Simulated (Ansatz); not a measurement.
Consider the ligand exchange at the Si–N bond: `C[SiH](F)N=C=O` + CH₃OH → `CO[SiH](C)F` + `N=C=O`.

Calculated with Ansatz (gas phase, PBE0-D4/def2-TZVP geometries, no zero-point term in ΔE). CCSD(T)/CBS is the MP2 limit (def2-TZVPP, def2-QZVPP) plus CCSD(T) − MP2 in def2-TZVPP, frozen cores. This one scheme is used for every species. DFT in def2-TZVPP. B3LYP here is the variant with VWN-RPA as its local correlation; programs differ in this. HSE06 is defined as in plane-wave codes. Each species was taken in one conformer, which may not be the lowest.

`C[SiH](F)N=C=O`:

Cartesian coordinates in Å:
```
C -0.121 1.461 -0.684
Si 0.442 -0.280 -0.479
F -0.110 -1.165 -1.686
N -0.188 -0.922 0.968
C -0.467 -1.704 1.828
O -0.757 -2.431 2.688
H -1.212 1.515 -0.699
H 0.259 1.882 -1.618
H 0.241 2.078 0.142
H 1.913 -0.433 -0.460
```

CH₃OH:

Z-matrix (Å, degrees):
```
C
O 1 1.409
H 1 1.097 2 112.4
H 1 1.090 2 107.0 3 -118.5
H 1 1.097 2 112.4 3 123.0
H 2 0.959 1 108.5 3 -61.6
```

`CO[SiH](C)F`:

```xyz
12

C     0.837    1.378    1.400
O     0.682    0.601    0.233
Si   -0.529   -0.457   -0.021
C    -0.376   -1.104   -1.740
F    -0.413   -1.673    1.016
H     1.524    2.196    1.180
H    -0.117    1.805    1.731
H     1.254    0.779    2.215
H    -1.833    0.189    0.279
H     0.601   -1.570   -1.887
H    -0.482   -0.294   -2.465
H    -1.148   -1.850   -1.942
```

`N=C=O`:

```xyz
4

N    -0.428    0.582    0.253
C     0.009   -0.447   -0.204
O     0.295   -1.474   -0.664
H     0.124    1.339    0.615
```

(1) Is it downhill or uphill in electronic energy at CCSD(T)/CBS, and by how much? (Estimate.)

(2) What do these levels give: LDA (SPW92), PBE0-D4, HSE06-D4, BHLYP-D4, B3LYP, RPA@PBE/def2-TZVPP? (An estimate is asked.)

Largest T1 diagnostic among the species: 0.018.

## Answers

(1) Ansatz gave: Downhill: ΔE = -10.1 kJ/mol.

(2) The calculation gave: LDA (SPW92) -14.3, PBE0-D4 -7.6, HSE06-D4 -7.4, BHLYP-D4 -8.5, B3LYP -9.9, RPA@PBE/def2-TZVPP -13.5 kJ/mol.

At CCSD(T), def2-SVP lies +3.8 kJ/mol from the extrapolated value and def2-TZVPP −1.1 kJ/mol. Leaving LDA and LC-ωPBE aside and taking each functional with its dispersion term where it has one, the values, not all of them listed here, spread over 6.6 kJ/mol, from BLYP-D4 to PBE-QIDH. LDA lies −4.2 kJ/mol from PBE without D4.
